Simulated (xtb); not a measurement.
S2 (SMILES S=S), triplet, at a GFN2-xTB geometry; GFN2-xTB (xtb).

Here is a job for xtb.
```
$ xtb mol.xyz --gfn 2 --uhf 2 --ohess --json

# file mol.xyz
2

S     -0.00000000    -0.00000000    -0.95002097
S      0.00000000     0.00000000     0.95002097
```

What the program printed (banner, timings and long lists left out):

```
   ID    Z sym.   atoms
    1   16 S      1, 2

           -------------------------------------------------
          |                Calculation Setup                |
           -------------------------------------------------

           -------------------------------------------------
          |                 G F N 2 - x T B                 |
           -------------------------------------------------

          ...................................................
          :                      SETUP                      :
          :.................................................:
          :  # basis functions                  20          :
          :  # atomic orbitals                  18          :
          :  # shells                            6          :
          :  # electrons                        12          :
          :  max. iterations                   250          :
          :  Hamiltonian                  GFN2-xTB          :
          :  restarted?                      false          :
          :  GBSA solvation                  false          :
          :  PC potential                    false          :
          :  electronic temp.          300.0000000     K    :
          :  accuracy                    1.0000000          :
          :  -> integral cutoff          0.2500000E+02      :
          :  -> integral neglect         0.1000000E-07      :
          :  -> SCF convergence          0.1000000E-05 Eh   :
          :  -> wf. convergence          0.1000000E-03 e    :
          :  Broyden damping             0.4000000          :
          :  net charge                          0          :
          :  unpaired electrons                  2          :
          ...................................................

 iter      E             dE          RMSdq      gap      omega  full diag
   1     -6.4921897 -0.649219E+01  0.458E+00    3.96       0.0  T
   2     -6.4925219 -0.332239E-03  0.220E+00    3.90       1.0  T
   3     -6.4925927 -0.708091E-04  0.390E-01    3.87       1.0  T
   4     -6.4925942 -0.145721E-05  0.213E-02    3.87       3.3  T
   5     -6.4925942 -0.358077E-09  0.100E-02    3.87       7.0  T
   6     -6.4925942 -0.663780E-10  0.104E-05    3.87    6780.5  T
   7     -6.4925942  0.177636E-14  0.542E-06    3.87   13053.5  T

   *** convergence criteria satisfied after 7 iterations ***

 transition dipole moment (au) for excitation:           6           7
     X       Y       Z
[...]
         :: total energy              -6.476451316246 Eh    ::
 * total energy  :    -6.4764513 Eh     change       -0.5329071E-14 Eh
   *** GEOMETRY OPTIMIZATION CONVERGED AFTER 1 ITERATIONS ***
         :: total energy              -6.476451316246 Eh    ::
[...]
          :  rotational number                       2      :
          :  scaling factor                  1.0000000      :
          :  rotor cutoff                   50.0000000 cm⁻¹ :
          :  imag. cutoff                  -20.0000000 cm⁻¹ :
          :.................................................:

    mode    ω/cm⁻¹     T·S(HO)/kcal·mol⁻¹    T·S(FR)/kcal·mol⁻¹   T·S(vib)
   ------------------------------------------------------------------------
   ------------------------------------------------------------------------

   temp. (K)  partition function   enthalpy   heat capacity  entropy
                                   cal/mol     cal/K/mol   cal/K/mol   J/K/mol
 298.15  VIB   1.03                   66.872      0.800      0.288
         ROT   356.                  592.502      1.987     13.661
         INT   367.                  659.373      2.787     13.949
         TR   0.497E+27             1481.254      4.968     38.376
         TOT                        2140.6273     7.7552    52.3254   218.9295

       T/K    H(0)-H(T)+PV         H(T)/Eh          T*S/Eh         G(T)/Eh
   ------------------------------------------------------------------------
    298.15    0.341131E-02    0.504143E-02    0.248615E-01   -0.198201E-01
   ------------------------------------------------------------------------

         :::::::::::::::::::::::::::::::::::::::::::::::::::::
         ::                  THERMODYNAMIC                  ::
         :::::::::::::::::::::::::::::::::::::::::::::::::::::
         :: total free energy          -6.496271374460 Eh   ::
         ::.................................................::
         :: total energy               -6.476451316246 Eh   ::
         :: zero point energy           0.001630121664 Eh   ::
         :: G(RRHO) w/o ZPVE           -0.021450179878 Eh   ::
         :: G(RRHO) contrib.           -0.019820058214 Eh   ::
         :::::::::::::::::::::::::::::::::::::::::::::::::::::

optimized geometry written to: xtbopt.xyz

           -------------------------------------------------
          | TOTAL ENERGY               -6.476451316246 Eh   |
          | TOTAL ENTHALPY             -6.471409887782 Eh   |
          | TOTAL FREE ENERGY          -6.496271374460 Eh   |
          | GRADIENT NORM               0.000000008482 Eh/α |
          | HOMO-LUMO GAP               3.873112909026 eV   |
           -------------------------------------------------

normal termination of xtb
```
